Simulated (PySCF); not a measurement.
[(E)-but-2-enyl]silane (C₄H₁₀Si), SMILES C/C=C/C[SiH3].

Geometry: r2SCAN-D4/def2-SVP. Other conformers were not sampled.

Level of theory: SMD-B3LYP/def2-SVP (PySCF).

Solvation free energies are E(SMD) − E(gas) at the gas-phase geometry, for 1 M in both phases. In vacuum the dipole moment is 0.70 D.

Computed solvation free energies in water, diethylether, n-hexane:
```json
[
 {"solvent": "water", "ΔG(solv) (kcal/mol)": "2.2", "its non-electrostatic (CDS) part": "4.0", "dipole (D)": "0.88"},
 {"solvent": "diethylether", "ΔG(solv) (kcal/mol)": "-3.0", "its non-electrostatic (CDS) part": "-1.8", "dipole (D)": "0.83"},
 {"solvent": "n-hexane", "ΔG(solv) (kcal/mol)": "-2.8", "its non-electrostatic (CDS) part": "-2.2", "dipole (D)": "0.77"}
]
```
